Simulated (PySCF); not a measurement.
C2H3AlFNO2, SMILES C[O][Al]([F])[N]=C=O.

The structure is a stationary point at B3LYP-D3(BJ)/def2-SVP. Other conformers were not sampled.

Two levels are set side by side: TDDFT-PBE/def2-SVPD (PySCF) and TDDFT-LC-ωPBE/def2-SVPD (PySCF). Vertical, same geometry. The lowest singlet is HOMO→LUMO 100 % with PBE and HOMO−1→LUMO+1 50 %, HOMO−3→LUMO+1 27 % with the other functional; states are paired by order. Differences are taken from unrounded values.

```
quantity                               TDDFT-LC-ωPBE
-------------------------------------  -------------
lowest singlet excitation (eV)                  6.96
lowest triplet excitation (TDA) (eV)            6.47
first bright state (f over 0.05) (eV)           8.40
its oscillator strength                         0.14
```

Q: What does TDDFT-PBE give, and how far is it from TDDFT-LC-ωPBE? (Estimate from the structure and the level; the computed values follow.)

A: 
```csv
quantity,TDDFT-PBE,TDDFT-PBE minus TDDFT-LC-ωPBE
lowest singlet excitation (eV),5.48,-1.48
lowest triplet excitation (TDA) (eV),5.25,-1.22
first bright state (f over 0.05) (eV),6.11,-2.29
its oscillator strength,0.09,-0.05
```

Functionals without exact exchange tend to place singlet excitations lower, as here. Differences between two approximate levels are no errors against the true value.

Rough cost on one machine, each run with all the roots and properties that it gave: TDDFT-LC-ωPBE against TDDFT-PBE about 6 times.
